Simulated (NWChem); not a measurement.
Species: SiF2, singlet; SMILES [Si](F)F

Computed with NWChem. Pople sets run with spherical d functions. Low-valent species are run as closed-shell singlets; no triplet was tried in these runs. Geometry: optimised at B3LYP/6-31G* (spherical d). Static field.

```tsv
level	basis functions	isotropic polarisability (bohr³)	anisotropy (bohr³)	relative time
PBE/6-31G*	46	24.4	4.2	1
PBE/6-31+G*	58	28.2	3.4	2
PBE/def2-SVP	46	23.5	4.0	1
PBE/def2-SVPD	70	29.5	2.4	2
PBE/def2-TZVP	99	27.2	2.6	7
PBE/aug-cc-pVDZ	73	30.0	2.6	7
PBE/Sadlej pVTZ	80	30.3	2.1	5
PBE/def2-TZVPD	123	30.5	2.1	10
PBE/aug-cc-pVTZ	142	30.6	2.2	30
```

The last column is a rough cost ratio, cheapest run = 1.
